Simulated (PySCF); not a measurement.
Gas-phase XPS of (ClBe-mu-OH)2, computed

Species: (ClBe-mu-OH)2.
Bonds: Be1–Cl2, Be1–O3, Be1–O6, O3–Be4, Be4–Cl5, Be4–O6. Hydrogens: H7 on O3; H8 on O6.

Method used: PySCF, delta-SCF UKS SCAN, pcX-2 on the ionised atom, pcseg-1 elsewhere, spin-free X2C. Vertical ΔSCF values, vacuum level as zero.

Question: Give the core binding energies atom by atom.

Answer: 
```json
{"atom(s)": "Be1/Be4", "bonded to": "2 O and Cl", "level": "Be 1s", "binding energy (eV)": "121.83", "2p1/2 (eV)": "–", "count": "2"}
{"atom(s)": "Cl2/Cl5", "bonded to": "Be", "level": "Cl 2p3/2", "binding energy (eV)": "205.52", "2p1/2 (eV)": "207.17", "count": "2"}
{"atom(s)": "O3/O6", "bonded to": "H and 2 Be", "level": "O 1s", "binding energy (eV)": "540.22", "2p1/2 (eV)": "–", "count": "2"}
{"atom(s)": "Cl2/Cl5", "bonded to": "Be", "level": "Cl 1s", "binding energy (eV)": "2828.11", "2p1/2 (eV)": "–", "count": "2"}
```

Question: Which photon wavelength matches the Cl 1s of Cl2 (atom 2)/Cl5 threshold?

Answer: λ = hc/E = 12398.42 eV Å / 2828.11 eV = 4.384 Å.

Question: Which photon energy gives electrons from Cl 1s of Cl2/Cl5 a kinetic energy of 100 eV, and what is their de Broglie wavelength?

Answer: hν = 2828.11 + 100 = 2928.11 eV, recoil neglected; λ = 12.264 Å/√(E/eV) = 1.23 Å.

The first atom of each set that the bonding makes equivalent was ionised and stands for the set. 2p3/2 and 2p1/2 are the ΔSCF energy of one spin-free 2p hole plus the eigenvalues of a spin–orbit and ligand-field matrix of the shell. 2p1/2 minus 2p3/2 (ligand field included): Cl 1.65 eV. Geometry: PBE0-D3(BJ)/def2-SVP, one conformer, isolated molecule.

On one thread, Arm Neoverse V1, no GPU (shared host), this took 15 s.
